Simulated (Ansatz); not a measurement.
Mg2Te2, relaxed as a singlet with RKS r2SCAN-D4/def2-SVP in Ansatz, starting from the GFN2-xTB geometry. Force threshold 0.02 eV/Å.

In the def2 sets Te takes a core potential; there is no spin–orbit coupling. The structure comes from a short search, and lower isomers may exist.

Start:

Cartesian coordinates in Å:
```
Mg -0.4683 0.6096 1.2251
Mg 0.4669 -0.6094 -1.2272
Te -1.2453 -1.7672 0.4062
Te 1.2468 1.7670 -0.4041
```

Question: Estimate the energy that the relaxation releases and the steps that it takes.

Answer: 1.0 kcal/mol, in 5 steps; 7 s on 4 threads of Arm Neoverse V1 on a shared host. No frequencies were taken in this run, so the end may be a saddle point.

Question: Does the start keep its bonding and symmetry?

Answer: By distances, no bond broke or formed. The bond that changes most is Mg1–Te3, from 2.63 to 2.67 Å (atoms count from 1). Point group D2h at the start, D2h at the end, both within 0.05 Å.

Question: Predict the relaxed structure.

Answer: 
```csv
atom,x (Å),y (Å),z (Å)
Mg1,-0.4529,0.5915,1.1886
Mg2,0.4529,-0.5915,-1.1886
Te3,-1.2846,-1.8222,0.4173
Te4,1.2846,1.8222,-0.4173
```
Bond lengths (bridged metal pairs left out): 4 × Mg–Te 2.67 Å.
